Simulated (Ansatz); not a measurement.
Relaxation of BClH7NO2Si (13 atoms, charge 0, multiplicity 1), to a largest force component of 0.03 eV/Å in at most 50 steps.

Level of theory: RKS PBE/def2-SVP (Ansatz 0.2.0).

```xyz
13
Properties=species:S:1:pos:R:3
B 0.192 -0.489 0.387
N 0.107 -0.479 1.874
H -0.627 -1.012 2.338
H 0.977 -0.418 2.407
O 1.374 -0.175 -0.203
H 1.294 -0.120 -1.171
Cl -1.224 -1.083 -0.542
O -0.612 2.005 0.370
Si -2.129 2.690 0.097
H -3.106 1.698 -0.476
H -2.705 3.231 1.383
H -1.946 3.813 -0.881
H -0.508 1.601 1.269
```

Problem. Where does it end, and by what steps?

Solution. It converged. The force dipped under the threshold on the way, but the program's further checks kept it going. After 32 steps the energy has fallen by 0.223 eV; H11 moved furthest, 1.22 Å.

```json
{"step": "0", "energy less start (eV)": "0.0000", "largest force component (eV/Å)": "1.925", "accepted": "yes"}
{"step": "2", "energy less start (eV)": "-0.1302", "largest force component (eV/Å)": "0.929", "accepted": "yes"}
{"step": "4", "energy less start (eV)": "-0.1972", "largest force component (eV/Å)": "0.233", "accepted": "yes"}
{"step": "6", "energy less start (eV)": "-0.2034", "largest force component (eV/Å)": "0.082", "accepted": "yes"}
{"step": "8", "energy less start (eV)": "-0.2099", "largest force component (eV/Å)": "0.057", "accepted": "yes"}
{"step": "10", "energy less start (eV)": "-0.2116", "largest force component (eV/Å)": "0.091", "accepted": "yes"}
{"step": "12", "energy less start (eV)": "-0.2125", "largest force component (eV/Å)": "0.030", "accepted": "yes"}
{"step": "14", "energy less start (eV)": "-0.2131", "largest force component (eV/Å)": "0.052", "accepted": "yes"}
{"step": "16", "energy less start (eV)": "-0.2139", "largest force component (eV/Å)": "0.063", "accepted": "yes"}
{"step": "18", "energy less start (eV)": "-0.2149", "largest force component (eV/Å)": "0.072", "accepted": "yes"}
{"step": "20", "energy less start (eV)": "-0.2161", "largest force component (eV/Å)": "0.079", "accepted": "yes"}
{"step": "22", "energy less start (eV)": "-0.2177", "largest force component (eV/Å)": "0.078", "accepted": "yes"}
{"step": "24", "energy less start (eV)": "-0.2191", "largest force component (eV/Å)": "0.078", "accepted": "yes"}
{"step": "26", "energy less start (eV)": "-0.2212", "largest force component (eV/Å)": "0.034", "accepted": "yes"}
{"step": "28", "energy less start (eV)": "-0.2221", "largest force component (eV/Å)": "0.029", "accepted": "yes"}
{"step": "30", "energy less start (eV)": "-0.2227", "largest force component (eV/Å)": "0.023", "accepted": "yes"}
{"step": "32", "energy less start (eV)": "-0.2230", "largest force component (eV/Å)": "0.029", "accepted": "yes"}
```

```xyz
13
Properties=species:S:1:pos:R:3
B 0.194 -0.670 0.409
N 0.164 -0.108 1.717
H -0.632 -0.258 2.337
H 1.041 0.076 2.209
O 1.369 -0.732 -0.276
H 1.250 -1.044 -1.190
Cl -1.350 -1.214 -0.323
O -0.550 2.531 0.664
Si -2.145 2.696 0.178
H -2.426 2.053 -1.159
H -3.112 2.104 1.178
H -2.412 4.169 0.053
H -0.302 1.659 1.055
```

Whether the end is a true minimum wasn't checked by a vibrational analysis.

Run time: 28 s on 4 threads of Intel(R) Xeon(R) 6975P-C (Granite Rapids), with other jobs on the host, peak memory 0.2 GiB.
